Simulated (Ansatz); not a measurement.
# A reaction path, image by image

SiH$_{4}$O$_{3}$, singlet, from SiH₄O₃ ([OH][SiH]([OH])[OH]) to a complex of SiH₂O₃ ([O][Si]([OH])[OH]) + H₂; PBE0-D4/def2-SVP (Ansatz 0.2.0). Settings:

```yaml
hamiltonian: {xc: pbe0, dispersion: d4}
neb:
  images: 5
  climbing: true
  max_iterations: 40
  initial_path: idpp
```

First end:

```
8
angstrom
Si 0.3380 0.0598 -0.0213
H 1.7932 -0.1365 -0.1694
O -0.4529 -1.3744 -0.1284
H -0.2604 -1.9373 -0.8792
O -0.0490 1.1308 -1.1875
O -0.0930 0.6728 1.4298
H -0.9137 1.5428 -1.1426
H -0.3624 0.0419 2.0988
```

Second end:

| atom | x (Å) | y (Å) | z (Å) |
| --- | --- | --- | --- |
| Si1 | -0.7053 | -0.0092 | 0.0444 |
| H2 | 1.6352 | -0.9044 | -0.6901 |
| O3 | -1.4562 | -1.3179 | -0.0059 |
| H4 | 1.1267 | -1.4586 | -0.7168 |
| O5 | -0.5777 | 1.0730 | -1.1420 |
| O6 | 0.0535 | 0.6333 | 1.3256 |
| H7 | -0.1055 | 1.8844 | -0.9394 |
| H8 | 0.0293 | 0.0993 | 2.1243 |

The ends were relaxed with PBE0-D4 in triple zeta, so they are not quite minima here (largest force components 0.55 and 0.71 eV/Å).

Energies along the converged band: It took 16 iterations. Path lengths are measured after rigid turns and shifts between images are taken out.
```json
{"image": "0", "path length (Å)": "0.00", "energy (eV)": "0.000"}
{"image": "1", "path length (Å)": "0.58", "energy (eV)": "0.011"}
{"image": "2", "path length (Å)": "1.16", "energy (eV)": "0.117"}
{"image": "3", "path length (Å)": "1.74", "energy (eV)": "0.909"}
{"image": "4 (climbing)", "path length (Å)": "2.32", "energy (eV)": "2.638"}
{"image": "5", "path length (Å)": "2.87", "energy (eV)": "2.228"}
{"image": "6", "path length (Å)": "3.43", "energy (eV)": "2.184"}
```
Energies count from the first end.

The images between the ends:
Image 1:
```xyz
8
angstrom
Si 0.2603 0.0315 -0.0997
H 1.7126 -0.2013 -0.2984
O -0.5050 -1.4356 -0.1786
H -0.0386 -2.1188 -0.6681
O -0.2216 1.1068 -1.2505
O -0.1330 0.7077 1.3565
H -0.7950 1.8151 -0.9433
H -0.2799 0.0946 2.0822
```

Image 2:
```xyz
8
angstrom
Si 0.1138 0.0050 -0.1206
H 1.5501 -0.2713 -0.3977
O -0.5674 -1.4963 -0.2431
H 0.1391 -2.0781 -0.5428
O -0.5268 1.0455 -1.2216
O -0.1352 0.6950 1.3590
H -0.5156 1.9720 -0.9643
H -0.0581 0.1282 2.1311
```

Image 3:
```xyz
8
angstrom
Si -0.0484 -0.0308 -0.1092
H 1.3364 -0.5604 -0.5152
O -0.6416 -1.5603 -0.2233
H 0.3166 -1.7266 -0.4905
O -0.5778 1.0623 -1.2014
O -0.0267 0.7026 1.3581
H -0.4053 1.9750 -0.9504
H 0.0467 0.1382 2.1321
```

Image 4:
```xyz
8
angstrom
Si -0.2954 -0.0876 -0.0614
H 1.2642 -0.7881 -0.5904
O -0.8562 -1.5431 -0.1552
H 0.5777 -1.4335 -0.5258
O -0.5336 1.0605 -1.1884
O 0.0863 0.6859 1.3295
H -0.3490 1.9693 -0.9290
H 0.1058 0.1365 2.1207
```

Image 5:
```xyz
8
angstrom
Si -0.5335 -0.0873 -0.0073
H 1.4254 -0.8220 -0.6533
O -1.1611 -1.4772 -0.0703
H 0.8786 -1.3743 -0.6070
O -0.5239 1.0450 -1.1779
O 0.0998 0.6525 1.3124
H -0.2718 1.9371 -0.9162
H 0.0864 0.1261 2.1198
```

The band counts as converged below 0.05 eV/Å. The run took about 2.7 min on 2 CPU threads of an Intel Xeon Platinum 8259CL (shared host).
